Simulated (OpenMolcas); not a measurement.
# Multiconfigurational calculation on Ti2+

Ti2+ with 4 ligands (bromide) in tetrahedral coordination (Td) at 2.64 Å. A charge of +0.5 e stands 2.6 Å behind each ligand. Ligand basis ANO-RCC-VDZP.

Input:

```
&GATEWAY
Coord
5

Ti 0.0 0.0 0.0
Br 1.524205 1.524205 1.524205
Br 1.524205 -1.524205 -1.524205
Br -1.524205 1.524205 -1.524205
Br -1.524205 -1.524205 1.524205
Basis=Ti.ANO-RCC-VTZP,Br.ANO-RCC-VDZP
Group=NoSym
NoMove
AngMom=0.0 0.0 0.0
AMFI
RICD
XField
4 Angstrom 0
3.025316 3.025316 3.025316 0.500000
3.025316 -3.025316 -3.025316 0.500000
-3.025316 3.025316 -3.025316 0.500000
-3.025316 -3.025316 3.025316 0.500000
&SEWARD
&RASSCF
FileOrb=start.orb
Symmetry=1
Spin=3
nActEl=2 0 0
Inactive=81
Ras2=5
CIRoot=10 10 1
SDav=10
CIMx=300
Iter=150 100
PrWF=0.3
OrbListing=Nothing
MaxOrb=0
LevShft=1.0
>>> COPY $Project.JobIph JOB001
&RASSCF
FileOrb=start.orb
Symmetry=1
Spin=1
nActEl=2 0 0
Inactive=81
Ras2=5
CIRoot=15 15 1
SDav=15
CIMx=300
Iter=150 100
PrWF=0.3
OrbListing=Nothing
MaxOrb=0
LevShft=1.0
>>> COPY $Project.JobIph JOB002
&RASSI
NrOfJobIphs=2 10 15
1 2 3 4 5 6 7 8 9 10
1 2 3 4 5 6 7 8 9 10 11 12 13 14 15
IphNames
JOB001
JOB002
EJob
SpinOrbit
DIPRint=1.0
SOCoupling=1000.0
Subsets=2
Property=9
'ANGMOM' 1 'ANGMOM' 2 'ANGMOM' 3 'MLTPL  1' 1 'MLTPL  1' 2 'MLTPL  1' 3
'AMFI' 1 'AMFI' 2 'AMFI' 3
SOProperty=3
'ANGMOM' 1 'ANGMOM' 2 'ANGMOM' 3
```

Launched by
```bash
OMP_NUM_THREADS=1 MOLCAS_MEM=2457 MOLCAS_PROJECT=a pymolcas a.inp > a.log  # once for each step of the input, in one work folder
```

A driver script runs the steps one by one and writes start.orb anew before each from the orbitals found so far.

Output, cut to the results:

```
--- SEWARD ---
Basis set label: TI.ANO-RCC...6S5P3D2F1G.

      Electronic valence basis set:
      ------------------
      Associated Effective Charge  22.000000 au
      Associated Actual Charge     22.000000 au
      Nuclear Model: Point charge

      Shell  nPrim  nBasis  Cartesian Spherical Contaminant
         s      21       6        X
         p      15       5        X
         d      10       3                 X
         f       6       2                 X
         g       4       1                 X
                  Relativistic Douglas-Kroll-Hess integrals:
                    - DKH order of Hamiltonian: 2
                    - DKH order of Properties : 0
                  Atomic mean-field integrals
--- RASSCF ---
Wave function specifications:
      -----------------------------

      Number of closed shell electrons         162
      Number of electrons in active shells       2
      Max number of holes in RAS1 space          0
      Max nr of electrons in RAS3 space          0
      Number of inactive orbitals               81
      Number of active orbitals                  5
      Number of secondary orbitals              81
      Spin quantum number                      1.0
      State symmetry                             1
Orbital specifications:
      -----------------------

      Symmetry species                           1
                                                 a
      Frozen orbitals                            0
      Inactive orbitals                         81
      Active orbitals                            5
      RAS1 orbitals                              0
      RAS2 orbitals                              5
      RAS3 orbitals                              0
      Secondary orbitals                        81
      Deleted orbitals                           0
      Number of basis functions                167
      Number of CSFs                            10
      Number of root(s) required                10
      Iter CI   SX   CI       RASSCF       Energy    max ROT     max BLB   max BLB  Level Ln srch  Step   QN
          iter iter root      energy       change     param      element    value   shift minimum  type update
 Nr of preliminary CI iterations:   1
      Total energies have been shifted. Add               -11000.00 au
        1   1   17    0  -270.62619702    0.00E+00  -4.14E-02   52 151 1 -9.15E-02*  0.86   0.00    SX    NO
        2   1   16    0  -270.80109978   -1.75E-01* -1.17E-02   40 144 1 -3.28E-02*  0.92   0.00    SX    NO
        3   1   16    0  -270.83511044   -3.40E-02* -7.49E-03   52  83 1  1.63E-02*  0.94   0.00    SX    NO
        4   1   14    0  -270.84416131   -9.05E-03* -5.61E-03   52  83 1  1.04E-02*  0.95   0.00    SX    NO
        5   1   14    0  -270.84711374   -2.95E-03* -7.61E-03   52  83 1  6.73E-03*  0.95   2.47    LS   YES
        6   1   14    0  -270.84873409   -1.62E-03*  3.71E-03   16 133 1  2.15E-03*  0.96   1.08    QN   YES
        7   1   13    0  -270.84896687   -2.33E-04*  3.99E-03    9 106 1 -1.71E-03*  0.96   2.10    LS   YES
        8   1   12    0  -270.84905557   -8.87E-05* -7.17E-04    8 105 1 -1.68E-03*  0.96   1.03    QN   YES
        9   1   11    0  -270.84908143   -2.59E-05* -2.92E-04   13 132 1 -6.48E-04*  0.96   1.41    LS   YES
       10   1   11    0  -270.84908383   -2.40E-06*  5.45E-04    6 128 1 -4.79E-04*  0.96   1.00    QN   YES
       11   1   11    0  -270.84908691   -3.09E-06*  4.19E-04    8 105 1  1.22E-04*  0.96   1.77    LS   YES
       12   1   10    0  -270.84908765   -7.40E-07* -1.66E-04    9 131 1  1.86E-04*  0.96   1.02    QN   YES
       13   1    9    0  -270.84908793   -2.81E-07* -1.91E-04    9 131 1  6.22E-05   0.96   2.15    LS   YES
       14   1    8    0  -270.84908803   -9.90E-08*  3.97E-05    3 104 1 -1.74E-04*  0.96   0.90    QN   YES
       15   1    7    0  -270.84908807   -3.35E-08*  5.95E-05    8 130 1 -2.31E-05   0.96   2.50    LS   YES
       16   1    8    0  -270.84908802    4.71E-08*  3.75E-05    3 104 1  2.16E-04*  0.96   0.10    LS   YES
       17   1    7    0  -270.84908807   -5.36E-08* -2.06E-05    3 104 1  6.82E-05   0.96   0.99    QN   YES
       18   1    6    0  -270.84908808   -7.01E-09  -1.13E-05    3 104 1  1.97E-05   0.96   1.13    QN   YES
      Convergence after 18 iterations
       19   1    6    0  -270.84908803    4.54E-08* -1.13E-05    3 104 1 -6.62E-06   0.96   1.13    QN   YES
      Natural orbitals and occupation numbers for root  1
...
--- RASSI ---
SPIN-FREE ENERGIES:
  (Shifted by EMIN (a.u.) =     -11270.8791699065)

 SF State       Relative EMIN(au)   Rel lowest level(eV)    D:o, cm**(-1)

     1             0.0000000000        0.0000000000              0.0000
     2             0.0113117858        0.3078093723           2482.6500
     3             0.0113117858        0.3078093723           2482.6500
     4             0.0113117858        0.3078093723           2482.6500
     5             0.0197412527        0.5371868532           4332.7042
     6             0.0197412527        0.5371868532           4332.7042
     7             0.0197412527        0.5371868532           4332.7042
    11             0.0520858210        1.4173273925          11431.5164
    12             0.0520858210        1.4173273925          11431.5164
    13             0.0617171175        1.6794083223          13545.3416
    14             0.0617171175        1.6794083223          13545.3416
    15             0.0617171175        1.6794083223          13545.3416
    10             0.0692198695        1.8835686059          15192.0054
     8             0.0692198695        1.8835686059          15192.0054
     9             0.0692198695        1.8835686059          15192.0054
    16             0.0797838140        2.1710281793          17510.5232
    17             0.0821091890        2.2343048564          18020.8840
    18             0.0821091890        2.2343048564          18020.8840
    19             0.0821091890        2.2343048564          18020.8840
    20             0.0862275438        2.3463709999          18924.7584
    21             0.0862275438        2.3463709999          18924.7584
    22             0.0902823818        2.4567087622          19814.6925
    23             0.0902823818        2.4567087622          19814.6925
    24             0.0902823818        2.4567087622          19814.6925
    25             0.1878266105        5.1110224457          41223.1761
...
```

Spin-orbit levels above the lowest (labels of Td):

```
E (cm-1)  Degeneracy  Label  2S+1
     0.0           3     T2     3
    2469           1     A2     3
    2485           3     T2     3
    2489           2      E     3
    2501           3     T1     3
    4284           3     T2     3
    4292           2      E     3
    4411           3     T1     3
    4470           1     A1     3
   11439           2      E     1
   13550           3     T2     1
   15098           1     A1     3
   15151           3     T1     3
   15259           2      E     3
   15262           3     T2     3
   17522           1     A1     1
   18032           3     T1     1
   18937           2      E     1
   19826           3     T2     1
   41236           1     A1     1
```

Without dynamic correlation the repulsion within the d shell is too large (B by tens of per cent), so at a given field states of lower spin stand too high. Ligand-to-metal charge-transfer states are missing. With no ligand orbital active B as a rule stays too high, so bands that hang on it stand too high and its fall with covalency is understated. With metal d orbitals alone and no dynamic correlation the field as a rule comes out too small, by tens of per cent, by up to half for chloride and softer ligands. No measured value stands beside these numbers; the geometry is a model, was not optimised and need not be the one that this ion takes.

The RASSCF and RASSI steps took 120 s on 1 thread of Arm Neoverse V2, with other jobs on the host; the integral step is not counted.
